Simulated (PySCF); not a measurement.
These are PBE-D3(BJ)/def2-TZVP // r2SCAN-D4/def2-TZVP run with PySCF values and carry that method's errors. Gas-phase values, no solvent. One relaxed conformer stands for a flexible species; it need not be the lowest. Excitations are Tamm–Dancoff values on a coarser integration grid. The basis has no diffuse functions, so Rydberg states are missing or too high.

Reference species (SMILES): `[OH][Ga]([Cl])[Cl]` (H–O–Ga–Cl torsion 180°) (neutral, multiplicity 1).

```yaml
S1 excitation (TDA): 5.52 eV
S1–T1 gap (TDA): 0.33 eV
```

Changed species: `[Cl][Ga]([Cl])[Cl]` (0 of 3 Cl replaced by OH; the reference has 1 of 3 Cl replaced by OH).

Question: Give the shifts of the S1 excitation (TDA) and S1–T1 gap (TDA).

Answer: the S1 excitation (TDA) falls by 0.23 eV, to 5.29 eV; the S1–T1 gap (TDA) hardly moves.
